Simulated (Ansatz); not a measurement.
Diatomic CN-, closed-shell singlet (lowest of 2S+1 = 1, 3, 5 at CCSD(T)/def2-TZVPP on PBE0 minima; our sources give no spin for the ground state, which may be another).

Seven points along R, fitted to fifth degree in 1/R; most abundant isotopes. Runs in def2 and cc sets follow the lowest solution found near the PBE0 minimum. The singlet is held restricted.

The values were computed with Ansatz (a program for electronic structure) with Gaussian orbitals. Values without a source in brackets are computed.

Energies at PBE/def2-TZVPP:

```tsv
R (Å)	E (hartree)
1.088072	-92.75421229
1.117321	-92.76551166
1.144231	-92.77162477
1.174650	-92.77441189
1.205069	-92.77357441
1.240168	-92.76896731
1.281117	-92.75973685
```

Q: With a reduced mass of 6.4622 u, find the minimum, the force constant and the constants.

A: A fifth-degree polynomial in 1/R puts the minimum at r_e = 1.1820 Å with force constant 1620 N/m. Then ω_e = (1/2πc)√(k/μ) = 2064 cm⁻¹ and B_e = h/(8π²cμr_e²) = 1.867 cm⁻¹; the cubic and quartic terms give α_e = 0.016 and ω_e x_e = 12 cm⁻¹.
